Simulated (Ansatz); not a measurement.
```xyz
10

Si   -0.7149   -0.2407    1.5680
B    -0.3772    0.1818   -0.3697
N    -0.6621   -0.5866   -1.5816
C     0.5208   -0.0919   -1.8087
N     0.6552    1.0575   -1.0190
H     0.4461   -1.0173    2.0882
H    -0.8230    1.0092    2.3690
H    -1.9511   -1.0431    1.7448
H     1.3427   -0.5425   -2.3737
H     1.5633    1.2736   -0.6173
```

Total charge 0; spin multiplicity 1. The bonds changed during the relaxation, so this is another structure than the one it started from.

(1) List the PBE/def2-TZVPP orbital energies in eV (the Gaussian-basis code of Ansatz). (Estimate.)

Results:

(1) Ansatz gave: Occupied: -1779.42, -381.26, -380.06, -271.84, -178.24, -137.22, -93.95, -93.95, -93.93, -25.49, -20.93, -15.21, -13.95, -13.48, -11.10, -10.54, -9.92, -8.52, -8.45, -7.31, -6.92, -6.35. Lowest empty: -2.33, -1.20, -0.23, 0.26, 0.67, 0.81, 1.09, 1.58.
